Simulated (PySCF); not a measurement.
# Er⁺: ionisation energy

Er⁺ [Xe] 4f12 6s1 [4f5/2^6 4f7/2^6 6s1/2^1, M_J = 13/2] → Er²⁺ [Xe] 4f12 [4f5/2^6 4f7/2^6, M_J = 6], as a difference of total energies. Calculation: PySCF 2.14, in x2c-TZVPPall-2c; the two-component X2C-1e Hamiltonian. Correlated levels: [Ar] 3d10 frozen; the 18 highest virtual spinors dropped. "Screened" scales the spin-orbit matrix elements by Boettger's factors to mimic the two-electron term; Breit and QED terms are absent.

| method | ionisation energy (eV) |
| --- | --- |
| GHF (spin-free) | 11.039 |
| GMP2 (spin-free) | 11.964 |
| GHF (screened spin-orbit) | 11.043 |
| GMP2 (screened spin-orbit) | 11.967 |

Task: How much does correlation contribute at GMP2 (screened spin-orbit)?

Result: 11.967 − (11.043) = 0.924 eV, measured against GHF (screened spin-orbit).

The spin-free rows relax to the high-spin LS determinant and lack the spin-orbit shift.

The labels give the starting determinants; with spin-orbit coupling the two ends relaxed to ⟨J²⟩ = 48.77, ⟨L²⟩ = 30.18, ⟨S²⟩ = 3.83 and ⟨J²⟩ = 42.01, ⟨L²⟩ = 30.18, ⟨S²⟩ = 2.08.

For comparison: 11.916 ± 0.02 eV (semi-empirical (NIST evaluation); NIST Atomic Spectra Database, ionization energies).
